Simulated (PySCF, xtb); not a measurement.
Al(F)(OH)(SH) (AlFH2OS), SMILES [OH][Al]([F])[SH]. The values are those of a single conformer.

Harmonic wavenumbers (cm⁻¹) from GFN2-xTB (xtb) at its own minimum, in rising order: 131, 171, 185, 231, 312, 424, 468, 595, 760, 924, 2421, 3778.

**Question.** What does PySCF with PBE0-D3(BJ)/def2-SVP give at its own minimum? (An estimate is asked for; the answer gives what the named calculation found.)

**Answer.** 161, 221, 242, 258, 329, 476, 553, 653, 837, 964, 2710, 3989. Paired by order, the mean absolute difference is 83 cm⁻¹ and the zero-point energies are 14.9 and 16.3 kcal/mol.
